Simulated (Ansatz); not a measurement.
Total energies of (HMg-mu-NH2)2 (Mg2N2H6) from Ansatz at PBE0-D4/def2-TZVP, gas phase (1 Eh = 27.2114 eV = 2625.5 kJ/mol). The reference geometry is relaxed at PBE0-D4/def2-SVP.

Cartesian coordinates in Å:
```
Mg -1.3669 0.5995 -0.0043
H -2.9389 1.2887 -0.0091
N 0.1332 0.2936 -1.4238
Mg 1.3658 -0.6022 0.0036
H 2.9362 -1.2950 0.0077
N -0.1330 -0.2931 1.4238
H 0.5049 1.1359 -1.8711
H -0.1197 -0.2868 -2.2280
H 0.1220 0.2921 2.2240
H -0.5035 -1.1327 1.8772
```

| state | geometry | energy (Eh) |
| --- | --- | --- |
| charge 0 singlet | reference | -513.05936 |
| charge 1 doublet | reference | -512.74760 |
| free Mg atom (singlet) | – | -199.96078 |
| free H atom (doublet) | – | -0.50104 |
| free N atom (quartet) | – | -54.54382 |

Work out the vertical ionisation energy to the doublet.

E(charge 1 doublet) − E(charge 0 singlet) = -512.74760 − (-513.05936) = 0.31176 Eh = 8.48 eV. For comparison, −ε of the highest occupied level is 6.67 eV at this level, 1.81 eV less.

What is the binding energy per atom against free atoms?

Atoms: 2 × (-199.96078) + 6 × (-0.50104) + 2 × (-54.54382) = -512.01544 Eh. Binding: -512.01544 − (-513.05936) = 1.04392 Eh = 28.41 eV, or 2.84 eV for each of 10 atoms (no zero-point energy, no counterpoise term).
